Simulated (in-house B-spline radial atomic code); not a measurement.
Radial electron density of the silver ion Ag⁶⁺, [Kr] 4d5. Method: Dirac-Kohn-Sham BP86, spherical fractional occupations, Fermi nucleus of rms radius 4.5454 fm. Calculated with a radial B-spline atomic code at the basis-set limit.

Columns: r (bohr), 4πr²n(r) (electrons per bohr), bar.

```
 0.00112    1.534 #
 0.00136    2.161 #
 0.00166    3.055 ##
 0.00201    4.234 ##
 0.00244    5.853 ###
 0.00297    8.056 #####
  0.0036     10.9 ######
 0.00438    14.64 ########
 0.00532    19.31 ###########
 0.00646    24.99 ##############
 0.00784    31.59 ##################
 0.00952    38.89 #######################
  0.0116    46.48 ###########################
   0.014    53.05 ###############################
  0.0171     58.3 ##################################
  0.0207    60.71 ###################################
  0.0251    60.12 ###################################
  0.0305    57.06 #################################
  0.0371    53.46 ###############################
   0.045    52.26 ##############################
  0.0547    55.77 ################################
  0.0664    63.79 #####################################
  0.0807    72.55 ##########################################
   0.098    75.96 ############################################
   0.119    70.49 #########################################
   0.144    59.49 ##################################
   0.175    51.22 ##############################
   0.213    52.49 ##############################
   0.259    59.27 ##################################
   0.314    59.81 ###################################
   0.382    47.81 ############################
   0.463    30.38 ##################
   0.563    18.69 ###########
   0.683    16.54 ##########
    0.83    17.51 ##########
    1.01    15.21 #########
    1.22    9.948 ######
    1.49    4.622 ###
     1.8    1.652 #
    2.19   0.4045 
    2.66  0.06761 
    3.23 0.007085 
    3.93 0.0003958
```

On this grid the curve has 4 maxima, near 0.0207, 0.098, 0.314, 0.83 bohr.

The 4d3/2 radial function P(r) = rR(r), positive near the nucleus, with its small component Q(r) (sign convention: Q ≈ (P' + κP/r)/2c):

```csv
r (bohr),P,Q
0.00952,0.00104,0.001658
0.014,0.002914,0.003265
0.0207,0.008142,0.006245
0.0305,0.02175,0.01124
0.045,0.05503,0.01871
0.0664,0.1275,0.02774
0.098,0.2597,0.03465
0.144,0.4354,0.03327
0.213,0.5498,0.01943
0.314,0.3923,-0.001473
0.463,-0.1448,-0.01595
0.683,-0.7962,-0.01576
1.01,-1.038,-0.006744
1.49,-0.7093,-0.0003908
2.19,-0.2509,0.0007212
3.23,-0.03593,0.0001794
```
